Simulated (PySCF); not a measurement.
Species: In(NH2Me)H3, CH₈InN.
Structure used (PBE0-D3(BJ)/def2-SVP), in Å, numbered top down from 1:
```
atom  x, y, z in Å
In1   -0.2293   -0.4159   -1.7732
N2    -0.2288   -0.4437    0.6126
C3     0.4187    0.7199    1.2130
H4     0.2268   -1.3071    0.9077
H5    -1.1999   -0.5178    0.9157
H6     0.4039    0.7061    2.3156
H7     1.4631    0.7673    0.8748
H8    -0.0821    1.6336    0.8638
H9     1.5070   -0.4447   -1.9523
H10   -1.0574    1.1114   -1.9381
H11   -1.1239   -1.8948   -2.0088
```

Level of theory: PBE0-D3(BJ)/def2-SVP geometry optimisation, gas phase, def2 core potentials past Kr in PySCF 2.14.0.

Question: Which atoms are bound to In1, and at what distances?

Answer: 4 atoms: H11 1.744 Å, H10 1.745 Å, H9 1.746 Å, N2 2.386 Å. The nearest atom not counted as bound is H5, at 2.86 Å (others tie with it).

Question: List the angles at In1.

Answer: 
```json
{"angle": "H10–In1–H11", "degrees": "119.1", "distance of the outer atoms (Å)": "3.01"}
{"angle": "H9–In1–H11", "degrees": "118.8", "distance of the outer atoms (Å)": "3.00"}
{"angle": "H9–In1–H10", "degrees": "118.5", "distance of the outer atoms (Å)": "3.00"}
{"angle": "N2–In1–H11", "degrees": "97.2", "distance of the outer atoms (Å)": "3.13"}
{"angle": "N2–In1–H10", "degrees": "96.0", "distance of the outer atoms (Å)": "3.10"}
{"angle": "N2–In1–H9", "degrees": "95.9", "distance of the outer atoms (Å)": "3.10"}
```

Question: Describe the arrangement about In1 in numbers.

Answer: Angles from 95.9° to 119.1°; τ4 = (360° − α − β)/141° = 0.87 with α and β the two widest (0 for a square, 1 for a tetrahedron).

Question: What are the other bond lengths?

Answer: N2–C3 1.461 Å; N2–H4, N2–H5 1.020 Å; C3–H6, C3–H7, C3–H8 1.100 Å.

Question: Give some angles away from the centre.

Answer: In1–N2–C3 113.7°.

Question: What are the rotational constants (commonest isotopes, rigid rotor)?

Answer: A = 19593, B = 2448, C = 2325 MHz: a near-prolate asymmetric top.

Charge 0, singlet. Stationary, but not proved a minimum.
